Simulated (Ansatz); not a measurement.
This geometry of BF3 + BrH (6 atoms, charge 0, multiplicity 1) is a first-order saddle point.

Computed with RKS PBE0/def2-SVP in Ansatz.

```xyz
6
Properties=species:S:1:pos:R:3
B -0.388 -0.146 -0.345
F -0.214 1.118 0.508
F -1.405 -0.859 0.094
F -0.254 0.141 -1.624
H 0.760 0.622 0.872
Br 1.500 -0.877 0.496
```

Q: Which two structures does it join? (They come from a converged band through this point; their orientation in space is the band's.)

A: Bonds broken: B1–F2, H5–Br6. Bonds formed: B1–Br6, F2–H5. BF3 + BrH becomes BBrF2 + FH.

Initial state:

```xyz
6
Properties=species:S:1:pos:R:3
B -0.891 0.073 -0.555
F -0.739 1.155 0.177
F -1.569 -0.944 -0.081
F -0.429 0.046 -1.781
H 1.726 0.471 1.430
Br 1.903 -0.800 0.810
```

Final state:

```xyz
6
Properties=species:S:1:pos:R:3
B -0.281 -0.513 -0.487
F -0.106 1.358 0.719
F -1.412 -0.875 0.065
F -0.273 0.115 -1.636
H 0.697 1.162 1.143
Br 1.375 -1.248 0.196
```

Q: How far does it lie above each of them?

A: 109.3 kJ/mol above the first and 33.6 kJ/mol above the second. This is the barrier of this one path; another mechanism may lie lower. The orbitals stay closed-shell, which can raise the energy where a bond breaks towards radicals; this wasn't checked here.

The run took 2.2 min on 2 threads of Arm Neoverse V2 (shared host), peak memory 0.2 GiB.
